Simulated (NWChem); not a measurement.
Species: C$_{3}$H$_{7}$FSi; SMILES FC1([SiH3])CC1

```xyz
12

F      1.5027     0.6160     0.0000
C      0.1623     0.3054     0.0000
Si    -0.1322    -1.5559     0.0000
C     -0.7063     1.2694     0.7503
C     -0.7063     1.2694    -0.7503
H      0.4705    -2.1748    -1.2175
H     -1.6098    -1.7854     0.0000
H      0.4705    -2.1748     1.2175
H     -0.1718     2.0812     1.2510
H     -1.5801     0.8929     1.2900
H     -0.1718     2.0812    -1.2510
H     -1.5801     0.8929    -1.2900
```
Atoms are numbered in this order, from 1.

Computed with NWChem. The geometry was optimised at PBE0/def2-SVP. Not confirmed as a minimum by frequencies. Level: M05-2X/def2-SVP with SMD (1 M gas to 1 M solution), gas-phase geometry. Reactions with the solvent are ignored.

| solvent | dielectric constant | solvation free energy (kcal/mol) | cavity-dispersion-structure term (kcal/mol) | dipole in solution (D) |
|---|---|---|---|---|
| water | 78.4 | 0.7 | 3.6 | 2.07 |
| cyclohexane | 2.02 | -2.6 | -1.1 | 1.78 |
| diethyl ether | 4.24 | -3.6 | -1.3 | 1.92 |
| tetrahydrofuran | 7.43 | -3.1 | -0.6 | 1.98 |
